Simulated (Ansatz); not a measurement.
Species: CH2Cl3Si (charge 0, doublet). It need not be the lowest isomer of its formula. 
Structure (B3LYP-D3(BJ)/def2-TZVP (Ansatz, a first-principles code) minimum search):
```
Si
C 1 1.8172
H 2 1.0828 1 121.79
H 2 1.0830 3 116.48 1 177.80
Cl 1 2.0466 2 110.17 3 -28.24
Cl 1 2.0470 2 110.21 3 -148.99
Cl 1 2.0515 2 111.07 3 91.46
```
Charge 0, spin multiplicity 2.

Wanted: atomisation energy (electronic, to ground-state atoms), in kcal/mol. Valence correlation only, unless marked. Open shells are spin-unrestricted. No spin-orbit coupling. No relativistic terms. The coupled-cluster limit lacks core correlation, which all-electron functionals hold. CBS marks a two-point X^-3 extrapolation of the correlation energy; Hartree-Fock from the larger set. The bracket is a focal-point correction in the basis named.

```csv
level,program,atomisation energy (kcal/mol)
SVWN5/def2-TZVPD,Ansatz,…
BLYP-D3(BJ)/def2-TZVPD,Ansatz + dftd3,559.7
revPBE-D3(BJ)/def2-TZVPD,Ansatz + dftd3,566.0
r2SCAN-D4/def2-TZVPD,Ansatz + dftd4,…
PBE0/def2-TZVP,Ansatz,…
BHLYP-D4/def2-TZVPD,Ansatz + dftd4,553.9
BHLYP/def2-TZVPD,Ansatz,545.2
SCS-MP2/STO-3G,Ansatz,551.9
"RI-MP2/CBS(cc-pV(T+d)Z,cc-pV(Q+d)Z)+[CCSD(T)-MP2]/cc-pV(T+d)Z",Ansatz,…
```

Question: Fill in the missing entries.

Answer: 
- SVWN5/def2-TZVPD, atomisation energy (kcal/mol): 648.5
- r2SCAN-D4/def2-TZVPD, atomisation energy (kcal/mol): 580.3
- PBE0/def2-TZVP, atomisation energy (kcal/mol): 570.7
- RI-MP2/CBS(cc-pV(T+d)Z,cc-pV(Q+d)Z)+[CCSD(T)-MP2]/cc-pV(T+d)Z, atomisation energy (kcal/mol): 571.4
